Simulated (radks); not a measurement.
Zr5+, 35 electrons, occupied as [Ar] 3d10 4s2 4p5. Calculated with a radial shooting solver on a logarithmic mesh with Libxc functionals: scalar-relativistic Kohn-Sham, r2SCAN, spin-polarised, spherical densities, finite nucleus; open shells are filled with parallel spins first (spin-orbit coupling, left out, can overturn this in heavy ions); meta-GGA in the generalised Kohn-Sham scheme; Fermi nuclear charge, rms radius 4.2694 fm. Some entries of the table are withheld. Estimate them.

| orbital | occ. | eigenvalue (eV) | <r> (bohr) | <r^2> (bohr^2) |
|---|---|---|---|---|
| 1s up | 1 | -17929.94 | 0.03707 | 0.001854 |
| 1s down | 1 | -17929.70 | 0.03707 | 0.001854 |
| 2s up | 1 | -2550.620 | 0.1625 | 0.03113 |
| 2s down | 1 | -2550.566 | 0.1625 | 0.03113 |
| 2p up | 3 | -2279.102 | 0.1417 | 0.02455 |
| 2p down | 3 | -2278.919 | 0.1417 | 0.02455 |
| 3s up | 1 | -475.4838 | 0.4570 | 0.2394 |
| 3s down | 1 | -475.2935 | 0.4570 | 0.2393 |
| 3p up | 3 | -386.0575 | 0.4609 | 0.2475 |
| 3p down | 3 | -385.8174 | 0.4608 | 0.2473 |
| 3d up | 5 | -239.8277 | 0.4514 | 0.2462 |
| 3d down | 5 | -239.5454 | 0.4510 | 0.2456 |
| 4s up | 1 | -114.8685 | 1.172 | (1) |
| 4s down | 1 | -113.2179 | 1.173 | (2) |
| 4p up | 3 | -90.6673 | 1.278 | 1.848 |
| 4p down | 2 | -89.0788 | 1.281 | 1.859 |
| 4d up | 0 | (3) | 1.558 | 2.788 |
| 4d down | 0 | (4) | 1.573 | 2.846 |
| 5s up | 0 | -41.3533 | (5) | 7.225 |
| 5s down | 0 | -40.8199 | (6) | 7.435 |

Answer. 
(1) 4s up <r^2> (bohr^2): 1.546
(2) 4s down <r^2> (bohr^2): 1.551
(3) 4d up eigenvalue (eV): -54.7766
(4) 4d down eigenvalue (eV): -53.3787
(5) 5s up <r> (bohr): 2.536
(6) 5s down <r> (bohr): 2.575
